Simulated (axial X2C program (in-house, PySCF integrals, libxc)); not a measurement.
**Photoelectron levels of AgTe⁻ by EOM-IP-CCSD**

Computed with an axial X2C code built on PySCF integrals: two-component X2C with atomic mean-field Coulomb and Gaunt terms, Gaussian nuclei, basis Te dyall-acv3z, Ag dyall-acv3z with contracted cores.

R = 2.356 Å (0.920 times 2.561 Å, the PBE0 minimum at charge -1 for the lowest determinant).

Vertical detachment energies of AgTe⁻ to the states of AgTe:

```
Ω of AgTe  vertical detachment energy (eV)  above lowest (cm⁻¹)                  ionised spinor  one-hole weight
      3/2                            1.816                    0  78% Te pπ, 13% Ag pπ, 7% Ag dπ             0.94
      1/2                            2.230                 3343  76% Te pπ, 11% Ag pπ, 7% Ag dπ             0.93
      1/2                            3.497                13556            64% Te pσ, 23% Ag sσ             0.94
      5/2                            7.646                47020                      100% Ag dδ             0.90
```

What is the splitting of the first π pair in the table, and is it regular or inverted?

E(3/2) − E(1/2) = 0 − 3343 = -3343 cm⁻¹ at EOM-IP-CCSD: inverted, Ω = 3/2 lower. Splittings at this level can be off by ten to twenty per cent.

This point took 19 s on 1 thread of Arm Neoverse V2 (shared host).

Reference electrons by ω block (each with its −ω partner): 1/2: 31, 3/2: 15, 5/2: 4. 18 electrons of AgTe⁻ correlated (inner shells frozen), 84 natural virtual spinors (a truncated set); levels can be off by some tenths of an eV. Roots sought by Ω: (1/2: 4, 3/2: 3, 5/2: 1); the list ends where they run out and leaves out roots under 60 % one-particle weight. The solver can skip a root, and states that need a further excitation, which the method places far too high, are missing though they may lie low or lowest. T1 of the reference 0.025 (Lee–Taylor). Number of frozen shells: Te 4 s, 3 p, 2 d; Ag 4 s, 3 p, 1 d. Large amplitudes in the reference (orbital relaxation or multireference character) lower the reliability.
